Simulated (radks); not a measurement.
Ce21+, 37 electrons, occupied as [Kr] 4d1.

Method: scalar-relativistic Kohn-Sham, r2SCAN, spin-polarised, spherical densities, finite nucleus; open shells are filled with parallel spins first (spin-orbit coupling, left out, can overturn this in heavy ions); meta-GGA in the generalised Kohn-Sham scheme; Fermi nuclear charge, rms radius 4.8771 fm; computed with a radial shooting solver on a logarithmic mesh with Libxc functionals.

Energy parts (hartree):
| part | energy |
|---|---|
| total | -8676.1551 |
| kinetic | 9207.4522 |
| electron-nucleus | -20220.9064 |
| Hartree | 2526.2214 |
| exchange-correlation | -188.9223 |

Orbitals (lengths in bohr, moments of r in powers of bohr; r(90%) holds 90 % of the orbital's charge):
| orbital | occ. | eigenvalue (hartree) | r(90%) |
|---|---|---|---|
| 1s down | 1 | -1503.691 | 0.0443 |
| 1s up | 1 | -1503.691 | 0.0443 |
| 2s up | 1 | -259.4271 | 0.163 |
| 2s down | 1 | -259.3901 | 0.163 |
| 2p up | 3 | -234.5077 | 0.150 |
| 2p down | 3 | -234.4797 | 0.150 |
| 3s up | 1 | -71.99346 | 0.405 |
| 3s down | 1 | -71.98320 | 0.405 |
| 3p up | 3 | -64.01218 | 0.410 |
| 3p down | 3 | -63.99793 | 0.409 |
| 3d up | 5 | -52.81118 | 0.390 |
| 3d down | 5 | -52.78301 | 0.390 |
| 4s up | 1 | -28.81615 | 0.841 |
| 4s down | 1 | -28.70982 | 0.842 |
| 4p up | 3 | -25.96868 | 0.877 |
| 4p down | 3 | -25.86222 | 0.877 |
| 4d up | 1 | -21.87405 | 0.920 |
| 4d down | 0 | -21.76592 | 0.920 |

The highest occupied level is 4d up at -595.22 eV. The electron density at the nucleus is 3.977e+05 e/bohr^3 (large components only). The density falls to 0.001 e/bohr^3 at r = 1.51 bohr. Spin moment in Bohr magnetons: 1. Summed over all electrons, <r^2> = 5.315 bohr^2, which gives a Langevin (diamagnetic) susceptibility term of -4.21 x 10^-6 cm^3/mol. For comparison, the ionisation energy in NIST's Atomic Spectra Database is 613 eV (theoretical). In exact Kohn-Sham theory the highest level is minus the ionisation energy, but local and semilocal functionals leave it too shallow, through self-interaction and a potential that decays too fast; potentials with the right tail come closer. The spin density at the nucleus is -2.739 e/bohr^3 (1s -0.051, 2s -3.383, 3s 0.829, 4s -0.134).
